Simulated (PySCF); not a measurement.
## Polarisability and C₆ of Dy³³⁺ (dysprosium, charge +33)

[Ar] 3d10 4s2 4p3, high-spin 4S determinant. All numbers are calculated (PySCF 2.14, the non-relativistic Hamiltonian (point nucleus), in an even-tempered Gaussian basis (17 s from 3 bohr⁻², ratio 2.5; 12 p from 3.9 bohr⁻², ratio 2.5; 8 d from 6.9 bohr⁻², ratio 2.5; 4 f from 20 bohr⁻², ratio 2.7; 4 g from 30 bohr⁻², ratio 2.7)). Coupled (time-dependent) response in atomic units; α is the mean over directions.

| method | mean α (bohr³) | C₆ (like pair) | S(−4) |
| --- | --- | --- | --- |
| UHF | 0.09482 | 0.03200 | 0.007384 |
| PBE0 | 0.09115 | 0.03072 | 0.006370 |

S(−4) is the Cauchy moment in α(ω) = α(0) + S(−4) ω² + …

α(iu) at UHF:

```json
{"u (hartree)": "0", "α(iu) (bohr³)": "0.09482"}
{"u (hartree)": "0.500", "α(iu) (bohr³)": "0.09303"}
{"u (hartree)": "1.00", "α(iu) (bohr³)": "0.08827"}
{"u (hartree)": "2.00", "α(iu) (bohr³)": "0.07489"}
{"u (hartree)": "3.00", "α(iu) (bohr³)": "0.06179"}
{"u (hartree)": "4.00", "α(iu) (bohr³)": "0.05091"}
{"u (hartree)": "5.00", "α(iu) (bohr³)": "0.04229"}
{"u (hartree)": "7.50", "α(iu) (bohr³)": "0.02819"}
{"u (hartree)": "10.0", "α(iu) (bohr³)": "0.02051"}
{"u (hartree)": "15.0", "α(iu) (bohr³)": "0.01321"}
{"u (hartree)": "25.0", "α(iu) (bohr³)": "0.008055"}
```

For an ion, C₆ is the dispersion term alone; charge-induced terms of lower order in 1/R come first.

A non-relativistic calculation at this Z misses sizeable relativistic shifts. Spin-orbit coupling, which splits the p, d and f shells strongly at this Z, is absent. Spin-orbit coupling is strong in this species (close to jj coupling), so the high-spin LS determinant is a model state, not a physical level.
